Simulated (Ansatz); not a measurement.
Reaction (ligand exchange at the Si–C bond): `[AlH2][SiH2]C[SiH3]` + H₂S → `[AlH2][SiH2]S` + `C[SiH3]`

Gas-phase electronic energies from Ansatz, PBE0-D4/def2-TZVP geometries. CCSD(T)/CBS is the MP2 limit (def2-TZVPP, def2-QZVPP) plus CCSD(T) − MP2 in def2-TZVPP, frozen cores. This one scheme is used for every species. DFT in def2-TZVPP. B3LYP here is the variant with VWN-RPA as its local correlation; programs differ in this. Each species was taken in one conformer, which may not be the lowest.

CCSD(T)/CBS gives -46.1 kJ/mol.

Task: Another level gave -48.6 kJ/mol. Which?
A. CCSD(T)/def2-TZVPP
B. B3LYP/def2-TZVPP
C. B2PLYP/def2-TZVPP
D. PBE0/def2-TZVPP

Result: D. PBE0 -48.6, CCSD(T)/def2-TZVPP -44.3, B2PLYP -55.8, B3LYP -61.2 kJ/mol.

Largest T1 diagnostic among the species: 0.012.

The D4 term adds +11.1 kJ/mol with B3LYP and +6.2 kJ/mol with PBE0; it sums over pairs of atoms, weighted by their polarisabilities, and B3LYP, whose exchange is more repulsive, gets the larger term. In def2-TZVPP, CCSD(T) changes the Hartree–Fock value by +31.2 kJ/mol (the triples alone add +4.0 kJ/mol) and MP2 by +29.1 kJ/mol.
